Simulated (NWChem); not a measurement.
Program: NWChem. System: H2BeO, charge 0, spin multiplicity 1, at a geometry optimised with PBE0/def2-SVP. The structure started from a generated list of species. Level: TD-B3LYP/6-31G* (spherical d), VWN1-RPA local correlation.

Input file:

```
start mol
memory heap 200 mb stack 900 mb global 1100 mb
geometry units angstroms nocenter noautoz noautosym
  Be     0.044030     0.866944     0.000000
  H      0.111098     2.198387     0.000000
  O     -0.025630    -0.524512     0.000000
  H     -0.082176    -1.470069     0.000000
end
basis spherical
  * library 6-31g*
end
dft
  xc b3lyp
  semidirect memsize 60000000 filesize 0
  iterations 100
end
tddft
  rpa
  nroots 10
  notriplet
end
task tddft energy
```

Output (cleaned and shortened):

```
             Northwest Computational Chemistry Package (NWChem) 7.3.0
             --------------------------------------------------------

                                NWChem Input Module
                                -------------------

 Scaling coordinates for geometry "geometry" by  1.889725989
 (inverse scale =  0.529177249)

                             Geometry "geometry" -> ""
                             -------------------------

 Output coordinates in angstroms (scale by  1.889725989 to convert to a.u.)

  No.       Tag          Charge          X              Y              Z
 ---- ---------------- ---------- -------------- -------------- --------------
    1 Be                   4.0000     0.04403000     0.86694400     0.00000000
    2 H                    1.0000     0.11109800     2.19838700     0.00000000
    3 O                    8.0000    -0.02563000    -0.52451200     0.00000000
    4 H                    1.0000    -0.08217600    -1.47006900     0.00000000

 Effective nuclear repulsion energy (a.u.)      20.8127410867

            Nuclear Dipole moment (a.u.)
            ----------------------------
        X                 Y               Z
 ---------------- ---------------- ----------------
     0.0000037795    -0.0000037795     0.0000000000


 Summary of "ao basis" -> "" (spherical)
 ------------------------------------------------------------------------------
       Tag                 Description            Shells   Functions and Types
 ---------------- ------------------------------  ------  ---------------------
 *                           6-31g*                   on all atoms

                                 NWChem DFT Module
                                 -----------------

 Summary of "ao basis" -> "ao basis" (spherical)
 ------------------------------------------------------------------------------
       Tag                 Description            Shells   Functions and Types
 ---------------- ------------------------------  ------  ---------------------
 Be                          6-31g*                  6       14   3s2p1d
 H                           6-31g*                  2        2   2s
 O                           6-31g*                  6       14   3s2p1d

 Summary of "ao basis" -> "ao basis" (spherical)
 ------------------------------------------------------------------------------
       Tag                 Description            Shells   Functions and Types
 ---------------- ------------------------------  ------  ---------------------
 Be                          6-31g*                  6       14   3s2p1d
 H                           6-31g*                  2        2   2s
 O                           6-31g*                  6       14   3s2p1d

            General Information
            -------------------
          SCF calculation type: DFT
          Wavefunction type:  closed shell.
          No. of atoms     :     4
          No. of electrons :    14
           Alpha electrons :     7
            Beta electrons :     7
          Charge           :     0
          Spin multiplicity:     1
          Use of symmetry is: off; symmetry adaption is: off
          Maximum number of iterations: 100
          AO basis - number of functions:    32
                     number of shells:    16
          Convergence on energy requested:  1.00D-06
          Convergence on density requested:  1.00D-05
          Convergence on gradient requested:  5.00D-04

              XC Information
              --------------
                         B3LYP Method XC Potential
                     Hartree-Fock (Exact) Exchange  0.200
                        Slater Exchange Functional  0.800 local
                    Becke 1988 Exchange Functional  0.720 non-local
              Lee-Yang-Parr Correlation Functional  0.810
                  VWN I RPA Correlation Functional  0.190 local

             Grid Information
             ----------------
          Grid used for XC integration:  medium
          Radial quadrature: Mura-Knowles
          Angular quadrature: Lebedev.
          Tag              B.-S. Rad. Rad. Pts. Rad. Cut. Ang. Pts.
          ---              ---------- --------- --------- ---------
          Be                  1.05       49           8.0       434
          H                   0.35       45          10.0       434
          O                   0.60       49           8.0       434
          Grid pruning is: on
          Number of quadrature shells:   188
          Spatial weights used:  Erf1

          Convergence Information
          -----------------------
          Convergence aids based upon iterative change in
          total energy or number of iterations.
          Levelshifting, if invoked, occurs when the
          HOMO/LUMO gap drops below (HL_TOL):  1.00D-02
          DIIS, if invoked, will attempt to extrapolate
          using up to (NFOCK): 10 stored Fock matrices.

                    Damping( 0%)  Levelshifting(0.5)       DIIS
                  --------------- ------------------- ---------------
          dE  on:    start            ASAP                start
          dE off:    2 iters        100 iters           100 iters

      Screening Tolerance Information
      -------------------------------
          Density screening/tol_rho:  1.00D-10
          AO Gaussian exp screening on grid/accAOfunc:  14
          CD Gaussian exp screening on grid/accCDfunc:  20
          XC Gaussian exp screening on grid/accXCfunc:  20
          Schwarz screening/accCoul:  1.00D-08

      Superposition of Atomic Density Guess
      -------------------------------------
[...]
     Transition Moments   XX -0.00000  XY -0.00000  XZ  0.82151
     Transition Moments   YY  0.00000  YZ -0.02847  ZZ -0.00000
     Dipole Oscillator Strength                    0.0000026942
     Electric Quadrupole                           0.0000001084
     Magnetic Dipole                               0.0000000001
     Total Oscillator Strength                     0.0000028027

          sigma_e =   1.7481 Angstrom
          sigma_h =   0.8866 Angstrom
         |d_h->e| =   1.3095 Angstrom
            d_exc =   2.3564 Angstrom
            d_CD1 =   2.1710 Angstrom
            d_CD2 =  -0.0078 Angstrom
            d_CD3 =   3.6659 Angstrom
     Pearson C.C. =   0.0013

     Occ.    5  a   ---  Virt.    9  a   -0.70708 X
     Occ.    6  a   ---  Virt.    8  a   -0.70577 X
  ----------------------------------------------------------------------------
  Root   3 singlet a              0.311126933 a.u.                8.4662 eV
  ----------------------------------------------------------------------------
     Transition Moments    X  0.00360   Y -0.00018   Z  0.00000
     Transition Moments   XX  0.82113  XY -0.02849  XZ -0.00000
     Transition Moments   YY  0.00072  YZ  0.00000  ZZ -0.82189
     Dipole Oscillator Strength                    0.0000026889
     Electric Quadrupole                           0.0000001084
     Magnetic Dipole                               0.0000000001
     Total Oscillator Strength                     0.0000027974

          sigma_e =   1.7481 Angstrom
          sigma_h =   0.8866 Angstrom
         |d_h->e| =   1.3095 Angstrom
            d_exc =   2.3564 Angstrom
            d_CD1 =   2.1710 Angstrom
            d_CD2 =  -0.0078 Angstrom
            d_CD3 =   3.6659 Angstrom
     Pearson C.C. =   0.0013

     Occ.    5  a   ---  Virt.    8  a   -0.70643 X
     Occ.    6  a   ---  Virt.    9  a    0.70642 X
  ----------------------------------------------------------------------------
  Root   4 singlet a              0.316886148 a.u.                8.6229 eV
  ----------------------------------------------------------------------------
     Transition Moments    X -0.47474   Y  0.02499   Z -0.00001
     Transition Moments   XX -0.25683  XY -2.52840  XZ -0.00000
     Transition Moments   YY  0.25977  YZ -0.00005  ZZ -0.00271
     Dipole Oscillator Strength                    0.0477447088
     Electric Quadrupole                           0.0000010946
     Magnetic Dipole                               0.0000050220
     Total Oscillator Strength                     0.0477508254

          sigma_e =   1.9534 Angstrom
          sigma_h =   1.4997 Angstrom
         |d_h->e| =   0.5482 Angstrom
            d_exc =   2.2861 Angstrom
            d_CD1 =   1.0019 Angstrom
            d_CD2 =  -1.1784 Angstrom
            d_CD3 =   2.8342 Angstrom
     Pearson C.C. =   0.1945

     Occ.    5  a   ---  Virt.   10  a   -0.61869 X
     Occ.    7  a   ---  Virt.    8  a    0.78496 X
  ----------------------------------------------------------------------------
  Root   5 singlet a              0.316887758 a.u.                8.6230 eV
  ----------------------------------------------------------------------------
     Transition Moments    X -0.00001   Y  0.00000   Z  0.47520
     Transition Moments   XX -0.00000  XY -0.00005  XZ  0.12721
     Transition Moments   YY  0.00000  YZ  2.53795  ZZ -0.00000
     Dipole Oscillator Strength                    0.0477047487
     Electric Quadrupole                           0.0000010942
     Magnetic Dipole                               0.0000050203
     Total Oscillator Strength                     0.0477108632

          sigma_e =   1.9535 Angstrom
          sigma_h =   1.4998 Angstrom
         |d_h->e| =   0.5478 Angstrom
            d_exc =   2.2861 Angstrom
            d_CD1 =   1.0015 Angstrom
            d_CD2 =  -1.1788 Angstrom
            d_CD3 =   2.8338 Angstrom
     Pearson C.C. =   0.1944

     Occ.    6  a   ---  Virt.   10  a    0.61888 X
     Occ.    7  a   ---  Virt.    9  a   -0.78483 X
  ----------------------------------------------------------------------------
  Root   6 singlet a              0.331791530 a.u.                9.0285 eV
  ----------------------------------------------------------------------------
     Transition Moments    X  1.09983   Y -0.05821   Z  0.00005
     Transition Moments   XX  0.19097  XY  1.83055  XZ  0.00000
     Transition Moments   YY -0.21604  YZ  0.00008  ZZ  0.01486
     Dipole Oscillator Strength                    0.2683137636
     Electric Quadrupole                           0.0000006599
     Magnetic Dipole                               0.0000016338
     Total Oscillator Strength                     0.2683160573

          sigma_e =   2.0371 Angstrom
          sigma_h =   1.4664 Angstrom
         |d_h->e| =   0.5047 Angstrom
            d_exc =   2.2029 Angstrom
            d_CD1 =   1.0753 Angstrom
            d_CD2 =  -1.2471 Angstrom
            d_CD3 =   2.7076 Angstrom
     Pearson C.C. =   0.2849

     Occ.    5  a   ---  Virt.   10  a   -0.77764 X
     Occ.    5  a   ---  Virt.   11  a    0.12933 X
     Occ.    7  a   ---  Virt.    8  a   -0.61553 X
  ----------------------------------------------------------------------------
  Root   7 singlet a              0.331793010 a.u.                9.0286 eV
  ----------------------------------------------------------------------------
     Transition Moments    X  0.00005   Y -0.00000   Z -1.10155
     Transition Moments   XX  0.00001  XY  0.00008  XZ -0.08826
     Transition Moments   YY -0.00001  YZ -1.84025  ZZ  0.00000
     Dipole Oscillator Strength                    0.2684007248
     Electric Quadrupole                           0.0000006602
     Magnetic Dipole                               0.0000016352
     Total Oscillator Strength                     0.2684030202

          sigma_e =   2.0371 Angstrom
          sigma_h =   1.4665 Angstrom
         |d_h->e| =   0.5048 Angstrom
            d_exc =   2.2028 Angstrom
            d_CD1 =   1.0753 Angstrom
            d_CD2 =  -1.2470 Angstrom
            d_CD3 =   2.7076 Angstrom
     Pearson C.C. =   0.2850

     Occ.    6  a   ---  Virt.   10  a    0.77762 X
     Occ.    6  a   ---  Virt.   11  a   -0.12935 X
     Occ.    7  a   ---  Virt.    9  a    0.61562 X
  ----------------------------------------------------------------------------
  Root   8 singlet a              0.342964891 a.u.                9.3326 eV
  ----------------------------------------------------------------------------
     Transition Moments    X -0.04150   Y -0.55167   Z  0.00000
     Transition Moments   XX  0.89903  XY -0.26366  XZ -0.00000
     Transition Moments   YY -3.81227  YZ  0.00000  ZZ  0.91353
     Dipole Oscillator Strength                    0.0699787144
     Electric Quadrupole                           0.0000016093
     Magnetic Dipole                               0.0000000003
     Total Oscillator Strength                     0.0699803240

          sigma_e =   1.9535 Angstrom
          sigma_h =   1.1042 Angstrom
         |d_h->e| =   2.3675 Angstrom
            d_exc =   3.2994 Angstrom
            d_CD1 =   3.2169 Angstrom
            d_CD2 =   0.8387 Angstrom
            d_CD3 =   5.6670 Angstrom
     Pearson C.C. =  -0.0569

     Occ.    5  a   ---  Virt.    8  a   -0.14066 X
     Occ.    6  a   ---  Virt.    9  a   -0.14069 X
     Occ.    7  a   ---  Virt.   10  a   -0.96941 X
     Occ.    7  a   ---  Virt.   11  a    0.12306 X
     Occ.    7  a   ---  Virt.   12  a    0.07248 X
  ----------------------------------------------------------------------------
  Root   9 singlet a              0.385148529 a.u.               10.4804 eV
  ----------------------------------------------------------------------------
     Transition Moments    X  0.05097   Y  1.09095   Z  0.00000
     Transition Moments   XX  1.30671  XY -0.04603  XZ -0.00000
     Transition Moments   YY  0.42778  YZ -0.00000  ZZ  1.30917
     Dipole Oscillator Strength                    0.3062611734
     Electric Quadrupole                           0.0000000792
     Magnetic Dipole                               0.0000000000
     Total Oscillator Strength                     0.3062612526

          sigma_e =   2.0054 Angstrom
          sigma_h =   1.1178 Angstrom
         |d_h->e| =   0.9367 Angstrom
            d_exc =   2.6657 Angstrom
            d_CD1 =   1.8243 Angstrom
            d_CD2 =  -0.6249 Angstrom
            d_CD3 =   3.6024 Angstrom
     Pearson C.C. =  -0.2136

     Occ.    4  a   ---  Virt.   11  a    0.11643 X
     Occ.    4  a   ---  Virt.   16  a    0.06642 X
     Occ.    5  a   ---  Virt.    8  a   -0.67237 X
     Occ.    5  a   ---  Virt.    8  a    0.06697 Y
     Occ.    6  a   ---  Virt.    9  a   -0.67243 X
     Occ.    6  a   ---  Virt.    9  a    0.06697 Y
     Occ.    7  a   ---  Virt.   10  a    0.16938 X
     Occ.    7  a   ---  Virt.   11  a   -0.21873 X
  ----------------------------------------------------------------------------
  Root  10 singlet a              0.391192582 a.u.               10.6449 eV
  ----------------------------------------------------------------------------
     Transition Moments    X -0.40853   Y  0.02587   Z  0.00000
     Transition Moments   XX -0.08121  XY -0.75540  XZ  0.00000
     Transition Moments   YY  0.07985  YZ  0.00000  ZZ  0.00248
     Dipole Oscillator Strength                    0.0436998188
     Electric Quadrupole                           0.0000001840
     Magnetic Dipole                               0.0000002565
     Total Oscillator Strength                     0.0437002593

          sigma_e =   2.1164 Angstrom
          sigma_h =   0.8982 Angstrom
         |d_h->e| =   0.0600 Angstrom
            d_exc =   2.2915 Angstrom
            d_CD1 =   1.2782 Angstrom
            d_CD2 =  -1.4473 Angstrom
            d_CD3 =   2.3515 Angstrom
     Pearson C.C. =   0.0100

     Occ.    5  a   ---  Virt.   10  a    0.11096 X
     Occ.    5  a   ---  Virt.   11  a    0.98972 X
     Occ.    7  a   ---  Virt.    8  a    0.06816 X

              Target root =      1
          Target symmetry = none
      Ground state energy =    -91.216937132079
        Excitation energy =      0.308479603769
     Excited state energy =    -90.908457528309

  stored tddft:energy   -90.908457528309185

 Task  times  cpu:        9.2s     wall:        9.2s

 Total times  cpu:        9.2s     wall:        9.2s
```
